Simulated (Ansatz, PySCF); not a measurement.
The pair A = GeH4 (SMILES [GeH4]) (first 5 atoms), B = H2Se (SMILES [SeH2]); geometry from B3LYP-D3(BJ)/def2-TZVP.
(charge 0, multiplicity 1):
```xyz
8

Ge     0.111     0.051    -0.084
H     -1.404     0.029     0.157
H      0.391     0.120    -1.595
H      0.744    -1.229     0.483
H      0.732     1.274     0.603
Se    -0.099    -0.720     3.794
H     -0.301     0.291     4.843
H      1.260    -0.225     3.532
```

Frozen-core correlation. Filled d and f shells under p-block atoms count as core. CBS: X⁻³ extrapolation of the correlation energy, Hartree–Fock from the larger set.

Programs: Ansatz (Gaussian basis) for Hartree–Fock, density functionals and correlated methods; PySCF for the dispersion terms. Each number belongs to the level named beside it.

The monomers are drawn apart, rigid, along the line of their centres of mass. Counterpoise-corrected interaction energies (kcal/mol):

```
level                                                     R = 5.549 Å  R = 7.133 Å
--------------------------------------------------------  -----------  -----------
PBE-D3(BJ)/def2-TZVPPD                                        -0.3576      -0.0642
wB97M-V/def2-TZVPPD                                           -0.2707      -0.0531
MP2/CBS(aug-cc-pVDZ, aug-cc-pVTZ) + ΔCCSD(T)/aug-cc-pVDZ      -0.2762      -0.0564
```

Q: R is the distance of the centres of mass. Find the local exponent m of E ∝ R⁻ᵐ between the two points.

A: 
m = ln(E₁/E₂)/ln(R₂/R₁): PBE-D3(BJ)/def2-TZVPPD 6.8; wB97M-V/def2-TZVPPD 6.5; MP2/CBS(aug-cc-pVDZ, aug-cc-pVTZ) + ΔCCSD(T)/aug-cc-pVDZ 6.3. For scale, two fixed dipoles give m = 3, dipole and quadrupole 4, quadrupoles 5, and dispersion or dipole-induced dipole 6 at long range; at these distances several terms mix, and what is left of overlap and damping shifts m, so it need not match one of them.

Ansatz is a program for electronic structure.
